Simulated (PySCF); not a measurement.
# Adding and removing an electron: Ge2

UHF-MP2; Ge def2-TZVPPD; no relativity (PySCF 2.14). Neutral (UHF): triplet (π ↑↑), Re = 2.360 Å, ωe = 305 cm⁻¹, De = 2.78 eV.

Ge₂⁺ (UHF): quartet (σ ↑, π ↑↑), Re = 2.373 Å, ωe = 286 cm⁻¹, De = 3.16 eV to Ge⁺ + Ge. The energies at the minima are -4151.11152 hartree for Ge2 and -4150.83617 for Ge₂⁺.

Problem. Work out the adiabatic ionisation energy, without and with harmonic zero-point energies (1 hartree = 27.2114 eV, 1 eV = 8065.5 cm⁻¹), and the change of the bond length.

Solution. At UHF-MP2: 0.27535 hartree = 7.493 eV between the minima; the zero-point term (286.0 − 305.0)/2 cm⁻¹ = -0.001 eV makes it 7.491 eV. Re changes by +1.3 pm against the neutral. The electron leaves a σ orbital, and the small change of length marks it as nearly non-bonding.

Ge₂⁻ (UHF): doublet (π ↑), Re = 2.288 Å, ωe = 321 cm⁻¹. The energies at the minima are -4151.11152 hartree for Ge2 and -4151.17947 for Ge₂⁻.

Problem. Work out the adiabatic electron affinity, without and with harmonic zero-point energies (1 hartree = 27.2114 eV, 1 eV = 8065.5 cm⁻¹), and the change of the bond length.

Solution. At UHF-MP2: 0.06795 hartree = 1.849 eV between the minima; the zero-point term (305.0 − 321.0)/2 cm⁻¹ = -0.001 eV makes it 1.848 eV. Re changes by -7.2 pm against the neutral. The electron enters a π orbital, and the shorter bond of the ion fits a bonding orbital, or a change in how ionic the bond is.

Correlated steps freeze 18 core orbitals. Spin–orbit coupling is left out. States were picked by a PBE0 search and need not be the measured ground states.
